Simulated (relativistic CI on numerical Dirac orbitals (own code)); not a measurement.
**W³⁺ (5d3) in a crystal field**

Calculated by Dirac-Coulomb-Breit CI, separate exchange-only KLI orbitals for each configuration, a model potential for QED, valence Slater integrals scaled by 0.9, one configuration in a parametric crystal field (own radial code). With so little scaling, terms lie 10 to 35 % too far apart, which can change the order of excited levels.

Field parameters in Wybourne normalisation: Td as Oh with Dq negative (B⁴₀ = 21Dq, B⁴₄ = √(5/14) B⁴₀). The field is a parameter set, without covalency.

S is read from ⟨S²⟩ = S(S + 1).

Site symmetry Td; labels are those of the double group. Computed levels in cm⁻¹ above the lowest, in rising order:

```
Δ (size of 10Dq)  Lowest    No. 2    No. 3    No. 4    No. 5     No. 6     No. 7     No. 8
            3100      Γ8  2267 Γ7  3639 Γ8  6211 Γ6  6245 Γ8   6491 Γ7   8181 Γ6   8665 Γ8
            5600      Γ8  2072 Γ7  4004 Γ8  6207 Γ6  7408 Γ8   7917 Γ7   9296 Γ8   9355 Γ6
            8100      Γ8  2077 Γ7  4171 Γ8  6178 Γ6  8487 Γ8   9354 Γ8   9698 Γ7  11027 Γ6
           10600      Γ8  2308 Γ7  4410 Γ8  6338 Γ6  7385 Γ8  11101 Γ8  11642 Γ7  12727 Γ6
           13100      Γ8  2862 Γ7  4871 Γ8  6500 Γ8  6820 Γ6  13080 Γ8  13592 Γ7  14182 Γ6
           15600      Γ8  3878 Γ7  5587 Γ8  6578 Γ8  7771 Γ6  15138 Γ8  15497 Γ7  15588 Γ6
           18050      Γ8  5361 Γ7  6579 Γ8  7745 Γ8  9198 Γ6  17227 Γ6  17234 Γ8  17445 Γ7
```

Ground-state S against |10Dq| in cm⁻¹: 3100: 1.44, 5600: 1.43, 8100: 1.40, 10600: 1.34, 13100: 1.22, 15600: 1.05, 18050: 0.87.

No abrupt spin change occurs in this range.
